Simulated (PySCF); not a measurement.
C2H4BNO3 (SMILES COB(O)N=C=O), singlet, at a GFN2-xTB geometry. Base run: PBE0/6-31G run with PySCF.

PySCF was given this input:
```python
from pyscf import gto, scf, dft, solvent

mol = gto.M(
    atom='''
B     0.223250    0.500977   -0.298854
N     0.004165    0.106399    1.069495
C    -0.365038   -0.696238    1.866346
O    -0.686419   -1.378879    2.740405
O     0.748323    1.718626   -0.566610
H     0.944831    2.256003    0.198570
O    -0.116377   -0.380706   -1.251785
C     0.047214   -0.128010   -2.633285
H     0.782076   -0.831904   -3.029263
H    -0.913472   -0.294032   -3.123950
H     0.383888    0.893409   -2.811991
''',
    basis='6-31g',
    charge=0,
    spin=0,
    verbose=3,
)

mf = dft.RKS(mol)
mf.xc = 'pbe0'
mf.kernel()
mf.analyze()
```

Base: dipole (D) 2.82; HOMO-LUMO gap (eV) 8.79.

A changed run: ΔE vs base (kcal/mol) -4.05; dipole (D) 3.20; HOMO-LUMO gap (eV) 8.79.

Question: Which change was made?
A. model = ddCOSMO; solvent = chloroform
B. model = IEF-PCM; solvent = chloroform; r_probe = 0.5
C. model = IEF-PCM; solvent = chloroform; vdw_scale = 1.4
D. model = IEF-PCM; solvent = chloroform
E. model = IEF-PCM; solvent = n-hexane

Answer: A, model = ddCOSMO; solvent = chloroform

The base is the gas phase, so ΔE is the electrostatic part of solvation at a fixed geometry, without cavity and dispersion terms.
